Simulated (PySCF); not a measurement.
This PySCF input asks for the NMR shieldings of SMILES CO[B-]1(C)OC(=O)C(=O)O1, [C4H6BO5]-; the geometry comes from GFN2-xTB.

```python
import basis_set_exchange as bse
import numpy as np
from pyscf import gto, dft
from pyscf.prop import nmr

atoms = """
C    -1.830341   -1.143908    0.266542
O    -1.519862    0.163718   -0.118286
B    -0.134098    0.542058   -0.171474
C     0.037236    2.089281   -0.633869
O     0.673384   -0.400535   -1.091040
C     1.593731   -1.028059   -0.425971
O     2.379904   -1.832039   -0.885641
C     1.527978   -0.579626    1.051084
O     2.254291   -0.973278    1.941711
O     0.572628    0.288842    1.178513
H    -2.919667   -1.242394    0.245552
H    -1.391723   -1.882217   -0.418195
H    -1.471889   -1.363036    1.281357
H    -0.470473    2.751469    0.061169
H    -0.393826    2.240679   -1.619055
H     1.085128    2.377988   -0.673807
"""
names = dict.fromkeys(["C", "O", "B", "H"], "pcSseg-1")
basis = {el: gto.basis.parse(bse.get_basis(n, elements=[el], fmt="nwchem")) for el, n in names.items()}
mol = gto.M(atom=atoms, basis=basis, charge=-1, verbose=0)
mf = dft.RKS(mol, xc="PBE0")
mf.grids.level = 2
mf.grids.alignment = dft.numint.BLKSIZE   # the property module wants whole blocks of grid points
mf.conv_tol = 1e-9
mf.kernel()

calc = nmr.RKS(mf)   # GIAO
C = mf.mo_coeff
Co = C[:, mf.mo_occ > 0]
resp = mf.gen_response(singlet=True, hermi=2)
def vind(x):   # induced exchange potential for any number of trial vectors
    d = np.einsum("pi,xij,qj->xpq", C, 2 * x.reshape(-1, C.shape[1], Co.shape[1]), Co, optimize=True)
    return np.einsum("xpq,pi,qj->xij", resp(d - d.transpose(0, 2, 1)), C, Co, optimize=True).ravel()
mo1, _ = nmr.rhf.solve_mo1(calc, with_cphf=vind)
sigma = calc.kernel(mo1)
for i, s in enumerate(sigma):   # ppm
    print("%2d %-2s %9.2f" % (i, mol.atom_pure_symbol(i), np.trace(s) / 3))
```

Question: What does it print?

Answer: 
```
 0 C     136.84
 1 O     301.08
 2 B      95.46
 3 C     181.40
 4 O      69.70
 5 C      17.87
 6 O     -54.91
 7 C      17.88
 8 O     -54.94
 9 O      69.68
10 H      28.53
11 H      28.35
12 H      28.35
13 H      32.10
14 H      32.10
15 H      32.65
```

These numbers come from an equivalent density-fitted implementation of the same equations, which agrees with the script to about 0.01 ppm for H and up to a few tenths of a ppm for heavy atoms, so last digits may differ.

Size and cost of the density-fitted run: 200 basis functions, 60 s wall time on 1 thread of an Arm Neoverse N1, shared host; peak memory 0.91 GiB.
